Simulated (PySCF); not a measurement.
SiBrCl₂, SMILES Cl[Si](Cl)Br, multiplicity 2.

Geometry: B3LYP-D3(BJ)/def2-SVP.

All values below come from TDA-PBE/def2-SVPD (PySCF 2.14.0).

Vertical excitations. Gas-phase values at a fixed geometry.

```tsv
state	energy (eV)	λ (nm)	f	main pairs
root 1	3.01	412	0.000	β HOMO→LUMO 100 %
root 2	3.25	381	0.005	β HOMO−1→LUMO 99 %
root 3	3.67	338	0.000	β HOMO−2→LUMO 99 %
root 4	4.05	306	0.010	β HOMO−3→LUMO 97 %
root 5	4.10	302	0.007	α HOMO→LUMO 8 %, β HOMO−4→LUMO 89 %
root 6	4.33	286	0.014	α HOMO→LUMO 80 %, β HOMO−5→LUMO 10 %, β HOMO−4→LUMO 7 %
root 7	4.74	261	0.025	α HOMO→LUMO 10 %, β HOMO−5→LUMO 87 %
root 8	5.09	244	0.051	α HOMO→LUMO+2 96 %
root 9	5.10	243	0.076	α HOMO→LUMO+1 93 %
root 10	5.74	216	0.017	β HOMO−6→LUMO 91 %
```
Unrestricted roots are not spin-pure.
